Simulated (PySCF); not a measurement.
H2AlAsF2 (SMILES [F][Al]([F])[AsH2]), singlet, geometry from GFN2-xTB (such geometries of metal compounds can be far from the true shape), with bond 4-2 at 2.4 times its length; PySCF with CASSCF(2,2)/STO-3G.

Input for PySCF:
```python
from pyscf import gto, scf, mcscf
import numpy

mol = gto.Mole()
mol.atom = '''
    Al    0.74398331    0.68311664   -0.08653389
    As   -0.97029723   -0.94295627    0.19443042
    H    -0.72616902   -1.32095806   -1.25221703
    H    -3.30719677    1.58343380   -0.93161476
    F     0.44315223    2.19516608   -0.69730862
    F     2.33664778    0.41019971    0.27905404
'''
mol.basis = 'sto-3g'
mol.verbose = 4
mol.build()

mf = scf.RHF(mol)
mf.kernel()
mc = mcscf.CASSCF(mf, 2, 2)
mc.kernel()
occ = numpy.linalg.eigvalsh(mc.fcisolver.make_rdm1(mc.ci, mc.ncas, mc.nelecas))[::-1]
ss = mc.fcisolver.spin_square(mc.ci, mc.ncas, mc.nelecas)[0]
print('natural occupations', occ.round(4), ' <S^2>', round(ss, 4))
```

The log (banner, timings and long lists left out):

```
PySCF version 2.14.0

[INPUT] verbose = 4
[INPUT] num. atoms = 6
[INPUT] num. electrons = 66
[INPUT] charge = 0
[INPUT] spin (= nelec alpha-beta = 2S) = 0
[INPUT] symmetry False subgroup None
[INPUT] Mole.unit = angstrom
[INPUT] Symbol           X                Y                Z      unit          X                Y                Z       unit  Magmom
[...]
nuclear repulsion = 298.902464757122
number of shells = 21
number of NR pGTOs = 117
number of NR cGTOs = 39
basis = sto-3g
ecp = {}

******** <class 'pyscf.scf.hf.RHF'> ********
method = RHF
initial guess = minao
damping factor = 0
level_shift factor = 0
DIIS = <class 'pyscf.scf.diis.CDIIS'>
diis_start_cycle = 1
diis_space = 8
diis_damp = 0
SCF conv_tol = 1e-09
SCF conv_tol_grad = None
SCF max_cycles = 50
direct_scf = True
direct_scf_tol = 1e-13
Set gradient conv threshold to 3.16228e-05
Initial guess from minao.
init E= -2641.7953634102
[...]
cycle= 1 E= -2644.85862333342  delta_E= -3.06  |g|= 0.613  |ddm|= 3.01
[...]
cycle= 2 E= -2645.0131614652  delta_E= -0.155  |g|= 0.421  |ddm|= 3.28
[...]
cycle= 3 E= -2645.11432129383  delta_E= -0.101  |g|= 0.34  |ddm|= 2.87
[...]
cycle= 4 E= -2645.27664081532  delta_E= -0.162  |g|= 0.177  |ddm|= 1.88
[...]
cycle= 5 E= -2645.30021235542  delta_E= -0.0236  |g|= 0.0923  |ddm|= 0.297
[...]
cycle= 6 E= -2645.30647383824  delta_E= -0.00626  |g|= 0.0398  |ddm|= 0.172
[...]
cycle= 7 E= -2645.30763792966  delta_E= -0.00116  |g|= 0.0157  |ddm|= 0.0772
[...]
cycle= 8 E= -2645.3078337795  delta_E= -0.000196  |g|= 0.00421  |ddm|= 0.0358
[...]
cycle= 9 E= -2645.3078486571  delta_E= -1.49e-05  |g|= 0.000714  |ddm|= 0.0109
[...]
cycle= 10 E= -2645.30784909811  delta_E= -4.41e-07  |g|= 7.35e-05  |ddm|= 0.00244
[...]
cycle= 11 E= -2645.30784910489  delta_E= -6.78e-09  |g|= 1.25e-05  |ddm|= 0.0003
[...]
cycle= 12 E= -2645.30784910526  delta_E= -3.67e-10  |g|= 1.14e-05  |ddm|= 0.000101
[...]
Extra cycle  E= -2645.30784910508  delta_E= 1.75e-10  |g|= 1.9e-05  |ddm|= 8.09e-05
converged SCF energy = -2645.30784910508

******** <class 'pyscf.mcscf.mc1step.CASSCF'> ********
CAS (1e+1e, 2o), ncore = 32, nvir = 5
max_cycle_macro = 50
max_cycle_micro = 4
conv_tol = 1e-07
conv_tol_grad = None
orbital rotation max_stepsize = 0.02
orbital rotation threshold for CI restart = 0.01
augmented hessian ah_max_cycle = 30
augmented hessian ah_conv_tol = 1e-12
augmented hessian ah_linear dependence = 1e-14
augmented hessian ah_level shift = 1e-08
augmented hessian ah_start_tol = 2.5
augmented hessian ah_start_cycle = 3
augmented hessian ah_grad_trust_region = 3
kf_trust_region = 3
kf_interval = 4
ci_response_space = 4
ci_grad_trust_region = 3
with_dep4 0
natorb = False
canonicalization = True
sorting_mo_energy = False
ao2mo_level = 2
internal_rotation = False
******** <class 'pyscf.fci.direct_spin1.FCISolver'> ********
max. cycles = 50
conv_tol = 1e-08
davidson only = False
linear dependence = 1e-12
level shift = 0.001
max iter space = 12
nroots = 1
pspace_size = 400
spin = None
CASCI E = -2645.51042343142  S^2 = 0.0000000
Set conv_tol_grad to 0.000316228
macro iter   1 ( 11 JK    4 micro), CASSCF E = -2645.51257620424  dE = -2.15277282e-03  S^2 = 0.0000000
               |grad[o]|=0.0408  |grad[c]|=0.00199  |ddm|=0.00971  |maxRot[o]|=0.0294
macro iter   2 (  3 JK    1 micro), CASSCF E = -2645.51257625182  dE = -4.75761226e-08  S^2 = 0.0000000
               |grad[o]|=0.000146  |grad[c]|=7.71e-06  |ddm|=1.68e-05  |maxRot[o]|=0.000314
1-step CASSCF converged in   2 macro ( 14 JK   5 micro) steps
CASSCF canonicalization
Density matrix diagonal elements [1.09802457 0.90197543]
CASSCF energy = -2645.51257625182
CASCI E = -2645.51257625182  E(CI) = -0.882230862801407  S^2 = 0.0000000
natural occupations [1.0986 0.9014]  <S^2> 0.0
```
